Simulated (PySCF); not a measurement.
Rh (SMILES [Rh]), quartet (core potentials on Rh); TPSSH/def2-SVP in PySCF.

Input for PySCF:
```python
from pyscf import gto, scf, dft

mol = gto.Mole()
mol.atom = '''
    Rh    0.00000000    0.00000000    0.00000000
'''
mol.basis = 'def2-svp'
mol.ecp = {'Rh': 'def2-svp'}
mol.spin = 3
mol.verbose = 4
mol.build()

mf = dft.UKS(mol)
mf.xc = 'tpssh'
mf.kernel()
```

The log (banner, timings and long lists left out):

```
PySCF version 2.14.0

[INPUT] verbose = 4
[INPUT] num. atoms = 1
[INPUT] num. electrons = 17
[INPUT] charge = 0
[INPUT] spin (= nelec alpha-beta = 2S) = 3
[INPUT] symmetry False subgroup None
[INPUT] Mole.unit = angstrom
[INPUT] Symbol           X                Y                Z      unit          X                Y                Z       unit  Magmom
[INPUT]  1 Rh     0.000000000000   0.000000000000   0.000000000000 AA    0.000000000000   0.000000000000   0.000000000000 Bohr   0.0

nuclear repulsion = 0
number of shells = 11
number of NR pGTOs = 57
number of NR cGTOs = 31
basis = def2-svp
ecp = {'Rh': 'def2-svp'}

******** <class 'pyscf.dft.uks.UKS'> ********
method = UKS
initial guess = minao
damping factor = 0
level_shift factor = 0
DIIS = <class 'pyscf.scf.diis.CDIIS'>
diis_start_cycle = 1
diis_space = 8
diis_damp = 0
SCF conv_tol = 1e-09
SCF conv_tol_grad = None
SCF max_cycles = 50
direct_scf = True
direct_scf_tol = 1e-13
number electrons alpha = 10  beta = 7
XC library pyscf.dft.libxc version 7.1.2
    S. Lehtola, C. Steigemann, M. J. T. Oliveira, and M. A. L. Marques,  SoftwareX 7, 1–5 (2018)
XC functionals = tpssh
    V. N. Staroverov, G. E. Scuseria, J. Tao, and J. P. Perdew,  J. Chem. Phys. 119, 12129 (2003)
radial grids:
    Treutler-Ahlrichs [JCP 102, 346 (1995); DOI:10.1063/1.469408] (M4) radial grids

becke partition: Becke, JCP 88, 2547 (1988); DOI:10.1063/1.454033
pruning grids: <function nwchem_prune>
grids dens level: 3
symmetrized grids: False
atomic radii adjust function: <function treutler_atomic_radii_adjust>
small_rho_cutoff = 0
Set gradient conv threshold to 3.16228e-05
tot grids = 22176
init E= -100.605460938807

cycle= 1 E= -110.214418324234  delta_E= -9.61  |g|= 0.53  |ddm|= 2.49
cycle= 2 E= -109.587645692192  delta_E= 0.627  |g|= 1.24  |ddm|=  2.5
cycle= 3 E= -110.414515876723  delta_E= -0.827  |g|= 0.0369  |ddm|= 1.66
cycle= 4 E= -110.418057952042  delta_E= -0.00354  |g|= 0.0189  |ddm|= 0.189
cycle= 5 E= -110.419196258075  delta_E= -0.00114  |g|= 0.0114  |ddm|= 0.0913
cycle= 6 E= -110.41998830188  delta_E= -0.000792  |g|= 0.00341  |ddm|= 0.133
cycle= 7 E= -110.420023703302  delta_E= -3.54e-05  |g|= 0.00135  |ddm|= 0.0248
cycle= 8 E= -110.420027630023  delta_E= -3.93e-06  |g|= 0.000292  |ddm|= 0.0111
cycle= 9 E= -110.420027679673  delta_E= -4.97e-08  |g|= 6.08e-05  |ddm|= 0.000691
cycle= 10 E= -110.420027689257  delta_E= -9.58e-09  |g|= 2.75e-05  |ddm|= 0.000445
cycle= 11 E= -110.42002769404  delta_E= -4.78e-09  |g|= 1.03e-05  |ddm|= 0.000329
cycle= 12 E= -110.420027695249  delta_E= -1.21e-09  |g|= 9.72e-06  |ddm|= 0.000103
cycle= 13 E= -110.420027696718  delta_E= -1.47e-09  |g|= 9.72e-06  |ddm|= 0.000125
cycle= 14 E= -110.420027697002  delta_E= -2.84e-10  |g|= 9.72e-06  |ddm|= 2.41e-05
Extra cycle  E= -110.420027697961  delta_E= -9.59e-10  |g|= 9.72e-06  |ddm|= 8.13e-05
converged SCF energy = -110.420027697961  <S^2> = 3.7508281  2S+1 = 4.000414
```
